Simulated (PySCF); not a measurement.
C6H8N2 (charge -1 and doublet state).
Structure used (GFN2-xTB), in Å, numbered top down from 1:
```xyz
16
C6H8N2 angstrom
C     -1.200    1.539    0.432
C     -0.002    0.644    0.239
N      1.204    1.208    0.594
C      2.253    0.349    0.400
C      2.126   -0.911   -0.086
N      0.933   -1.480   -0.443
C     -0.130   -0.624   -0.251
C     -1.474   -1.195   -0.626
H     -0.868    2.496    0.831
H     -1.722    1.714   -0.513
H     -1.918    1.097    1.129
H      3.231    0.752    0.669
H      2.998   -1.553   -0.220
H     -1.953   -0.600   -1.410
H     -1.336   -2.211   -0.990
H     -2.150   -1.216    0.234
```

As a line formula: `CC1=NC=C[N][C-]1C` [radical] (charge -1).

Computed with UKS B3LYP, pcH-1 on C H N, non-relativistic, mean-field spin-orbit, GIAO (PySCF). Whether the extra electron is bound in the gas phase wasn't checked; a finite basis holds it in any case. The geometry wasn't refined by DFT: couplings that depend on bond lengths, twists or pyramidal angles can differ widely from those at the functional's own minimum, by a factor of two or more for some ions and for spin on atoms past the first row. The SCF solution wasn't tested for stability.

Principal values of hyperfine tensors in MHz (contact and dipolar terms together), for some of the nuclei:

| atom | isotope | A1 | A2 | A3 | alike by the symmetry of this geometry |
| --- | --- | --- | --- | --- | --- |
| C5 | 13C | -16.41 | -13.61 | -1.78 | C4 |
| C2 | 13C | -16.75 | -14.05 | 2.73 | C7 |
| H12 | 1H | -9.56 | -9.47 | -0.35 | H13 |
| C8 | 13C | -6.49 | -6.30 | -4.97 | C1 |
| H11 | 1H | 2.91 | 3.52 | 8.23 | H10, H14, H16 |
| H9 | 1H | -2.87 | -2.65 | 3.75 | H15 |

Question: Split each tensor into its isotropic and traceless parts, and turn a_iso into mT with g = 2.0035.

Answer: a_iso = (A1 + A2 + A3)/3, Ti = Ai − a_iso; 1 mT corresponds to 28.042 MHz.

```csv
atom,a_iso (MHz),a_iso (mT),T1,T2,T3
C5,-10.60,-0.378,-5.81,-3.01,8.82
C2,-9.35,-0.334,-7.39,-4.69,12.08
H12,-6.46,-0.230,-3.10,-3.01,6.11
C8,-5.92,-0.211,-0.57,-0.38,0.95
H11,4.89,0.174,-1.97,-1.37,3.34
H9,-0.59,-0.021,-2.28,-2.06,4.34
```

Question: What spin density at the nucleus of C2 lies behind its contact coupling (g_N = 1.40482)?

Answer: a_FC = (2μ0/3) gₑ μB g_N μN ρ(0)/(2S·h) = 800.24 MHz × g_N × ρ(0)/(2S), with ρ in bohr⁻³. With a_FC = -9.35 MHz and 2S = 1, ρ(0) = -0.00832 bohr⁻³.

Question: N3 (14N, g_N = 0.40376) isn't in the table. Its spin density at the nucleus is 0.05671 bohr⁻³. What is its contact coupling?

Answer: By the same relation, a_FC = 18.32 MHz. Its full tensor has the principal values -2.74, -2.65, 60.36 MHz.

Question: Name the largest traceless tensor T of the table and describe it.

Answer: C2: -7.4, -4.7, 12.1 MHz, rhombic: the two smaller values differ by 22 % of the largest.

Question: What first-order splitting does H12 cause when the field lies along A1, A2 or A3 of its tensor (g taken as isotropic, no quadrupole term)?

Answer: 2 lines (I = 1/2), spaced by |A_i|/(g × 13.996): 0.34, 0.34, 0.01 mT along the axes of A1, A2 and A3.

Time: 73 s wall (grids of density and orbitals included); peak memory 0.96 GiB. Hardware: an Arm Neoverse V1 with one thread, shared host with 32 logical CPUs at a one-minute load of 11.
